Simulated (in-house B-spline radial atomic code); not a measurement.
Radial electron density of Xe⁵⁺, [Ar] 3d9 4s2 4p6 4d10 4f1 5s2 5p1. Computed with a radial B-spline atomic code at the basis-set limit: scalar-relativistic (X2C) TPSSh, spin-polarised, spherical fractional occupations, exact exchange averaged over the configuration, Fermi nucleus of rms radius 4.7859 fm.

One-electron X2C: radii and densities carry no picture-change correction, so inner-shell <1/r> comes out high (for 1s by about 2 % at Z = 33, 5 % at 54, 10 % at 75, 30 % at 118) and <r> low.

Columns: r (bohr), 4πr²n(r) (electrons per bohr), bar.

```
 0.00085    2.408 #
 0.00105    3.351 ##
 0.00129    4.603 ##
 0.00158    6.262 ###
 0.00195    8.561 ####
  0.0024    11.56 ######
 0.00295    15.43 #######
 0.00364    20.44 ##########
 0.00448    26.56 #############
 0.00551    33.82 ################
 0.00678    42.08 ####################
 0.00835    50.89 #########################
  0.0103    59.43 #############################
  0.0126    66.19 ################################
  0.0156    70.49 ##################################
  0.0192    70.94 ##################################
  0.0236    67.93 #################################
   0.029    63.41 ###############################
  0.0357     60.9 #############################
   0.044    64.15 ###############################
  0.0541    73.88 ####################################
  0.0666    85.71 #########################################
   0.082    91.22 ############################################
   0.101    84.82 #########################################
   0.124    71.37 ##################################
   0.153    63.28 ###############################
   0.188    67.83 #################################
   0.231    74.46 ####################################
   0.285    66.34 ################################
   0.351     44.3 #####################
   0.432    27.82 #############
   0.531    27.25 #############
   0.654    31.33 ###############
   0.805    27.15 #############
    0.99     17.1 ########
    1.22    8.977 ####
     1.5    4.962 ##
    1.85    2.815 #
    2.27    1.293 #
     2.8   0.3829 
    3.44  0.07094 
    4.24 0.007194 
    5.22 0.0003861 
    6.42 1.116e-05
```

On this grid the curve has 4 maxima, near 0.0192, 0.082, 0.231, 0.654 bohr.

The 4f up radial function P(r) = rR(r), positive near the nucleus:

```json
{"r (bohr)": "0.0357", "P": "0.0008958"}
{"r (bohr)": "0.0541", "P": "0.003728"}
{"r (bohr)": "0.082", "P": "0.01417"}
{"r (bohr)": "0.124", "P": "0.04723"}
{"r (bohr)": "0.188", "P": "0.135"}
{"r (bohr)": "0.285", "P": "0.3135"}
{"r (bohr)": "0.432", "P": "0.5715"}
{"r (bohr)": "0.654", "P": "0.7952"}
{"r (bohr)": "0.99", "P": "0.8347"}
{"r (bohr)": "1.5", "P": "0.687"}
{"r (bohr)": "2.27", "P": "0.4028"}
{"r (bohr)": "3.44", "P": "0.1279"}
{"r (bohr)": "5.22", "P": "0.01456"}
```
